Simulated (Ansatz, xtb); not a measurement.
# Ranking isomers of BGeH6N

6 gas-phase structures of BGeH6N, found in a search over its isomers (lower ones may exist). Each was relaxed with GFN2-xTB:

A. a singlet given by its coordinates
B. a singlet given by its coordinates
C. `[BH2][GeH2][NH2]`, a singlet
D. `B[NH][GeH3]`, a singlet
E. `N[BH][GeH3]`, a singlet
F. `[BH3-][GeH+][NH2]`, a singlet

B (Å):

| atom | x (Å) | y (Å) | z (Å) |
| --- | --- | --- | --- |
| B | -0.9442 | 1.2870 | 0.2898 |
| Ge | 0.0957 | -0.1853 | -1.4164 |
| N | -1.2625 | -0.2473 | 0.0628 |
| H | -0.1183 | 1.5560 | -0.6746 |
| H | -2.2244 | -0.4158 | -0.1998 |
| H | -1.0533 | -0.8189 | 0.8713 |
| H | -1.8961 | 1.9619 | 0.1172 |
| H | -0.3396 | 1.4437 | 1.2946 |
| H | -1.0901 | 0.2129 | -2.4428 |

Close contacts (Å): B1–Ge2 2.48, B1–N3 1.58, Ge2–N3 2.01, B1–H4 1.30, B1–H7 1.18, B1–H8 1.18, Ge2–H4 1.90, Ge2–H9 1.62, N3–H5 1.01, N3–H6 1.01.

A (Å):

```xyz
9

B    -0.6509   -1.6729    3.1919
Ge    1.2704   -3.4655    2.8484
N    -0.8220   -2.4010    2.0101
H    -1.1614   -2.0594    4.1701
H    -0.0504   -0.6705    3.1534
H    -0.5217   -2.0657    1.1091
H    -1.4304   -3.2009    1.9398
H     1.6571   -3.2904    1.2883
H     0.4444   -4.7858    2.4132
```

Close contacts (Å): B1–Ge2 2.65, B1–N3 1.40, B1–H4 1.17, B1–H5 1.17, Ge2–H8 1.62, Ge2–H9 1.62, N3–H6 1.01, N3–H7 1.01.

**Question.** Make a reasoned guess at their ranking by r2SCAN-D4/def2-SVP single-point energy.

**Answer.** Calculated order at r2SCAN-D4/def2-SVP: E (0.000), D (0.026), B (0.450), A (1.024), F (1.325), C (1.902) eV. Less than 1 kcal/mol parts E and D, so the order within that pair means little. CCSD(T)/def2-TZVP after further relaxation puts D lowest instead.

Energies above the lowest of each column, in eV; the last columns are at B3LYP-D3(BJ)/def2-SVP geometries and were run for some of them only (a dash: not run or not comparable):

| structure | GFN2-xTB | HF/STO-3G | r2SCAN-D4/def2-SVP | B3LYP-D3(BJ)/def2-SVP | CCSD(T)/def2-TZVP |
| --- | --- | --- | --- | --- | --- |
| E | 0.448 | 0.607 | 0.000 | 0.012 | 0.093 |
| D | 0.000 | 0.000 | 0.026 | 0.000 | 0.000 |
| B | 0.112 | 2.194 | 0.450 | 0.391 | 0.597 |
| A | 0.410 | 3.514 | 1.024 | – | – |
| F | 0.550 | 2.983 | 1.325 | – | – |
| C | 1.582 | 2.338 | 1.902 | – | – |

CCSD(T)/def2-TZVP puts D lowest of those it was run on; r2SCAN-D4/def2-SVP picks E. CCSD(T)/def2-TZVP orders those it was run on as D (0.000), E (0.093), B (0.597) eV. Some further structures that were screened fall inside this span and aren't listed. Flexible structures stand in one conformer each, not always the lowest. Frequencies (B3LYP-D3(BJ)/def2-SVP) were run for B, D, E alone.

Over these structures GFN2-xTB departs from r2SCAN-D4/def2-SVP by 0.321 eV on average once a common shift is removed. A GFN2-xTB relaxation took about 0.066 s and the r2SCAN-D4/def2-SVP energy about 0.74 s on a shared host (Ansatz 0.2.0, xtb 6.7.1).
